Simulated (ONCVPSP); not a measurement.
## gallium (Ga), ONCV: configuration errors across variants

gallium (Ga), optimised norm-conserving Vanderbilt (ONCV), made with ONCVPSP 4.0.1 (PBE, scalar-relativistic). Core [Ar], reference 3d10 4s1 (charge +2). Waves: 4s: rc 1.75 bohr, ncon 4, nbas 8, qcut 4.5 1/bohr, 3 projectors, debl 2.5 Ha; p scattering state at 0.14 Ha: rc 1.40 bohr, ncon 4, nbas 7, qcut 6.6 1/bohr, 2 projectors, debl 2.1 Ha; 3d: rc 0.85 bohr, ncon 5, nbas 10, qcut 14.5 1/bohr, 1 projector. Local part: polynomial inside 0.65 bohr (lpopt 5, dvloc0 2 Ha). Core correction: Teter function, fcfact 1.75, rcfact 1.45.

All-electron excitation energies from the reference (eV): (1) 3d10 4s2 4p1 -26.817; (2) 3d10 4s2 -21.128; (3) 3d10 4s0 31.272; (4) 3d10 4s1 4p2 -20.279.

2 further variants failed, have other tests or too few solved ones, and are left out.

A true bound ghost makes a file unfit for plane-wave use even where its test errors are small: the radial tests pick states by their node count and pass the ghost by.

Errors AE − PS in meV (a dash: test not solved or not reliable):

```json
{"change": "base", "(1)": "-18", "(2)": "+12", "(3)": "+24", "(4)": "-62", "bound ghosts": "s, p", "GHOST(+) flags above zero": "none"}
{"change": "p: rc 1.3", "(1)": "+37", "(2)": "+12", "(3)": "+24", "(4)": "+50", "bound ghosts": "s, p", "GHOST(+) flags above zero": "p"}
{"change": "p: rc 1.46", "(1)": "+4.6", "(2)": "+12", "(3)": "+24", "(4)": "-15", "bound ghosts": "s, p", "GHOST(+) flags above zero": "none"}
{"change": "p: rc 1.88", "(1)": "+45", "(2)": "+12", "(3)": "+24", "(4)": "+68", "bound ghosts": "s", "GHOST(+) flags above zero": "p"}
{"change": "p: rc 2.04", "(1)": "+44", "(2)": "+12", "(3)": "+24", "(4)": "+66", "bound ghosts": "s", "GHOST(+) flags above zero": "p"}
```

(1) Give the same row for: p: rc 1.64.

Results:

(1) -0.4, +12, +24, -25; bound ghosts: s, p; GHOST(+) flags above zero: none.
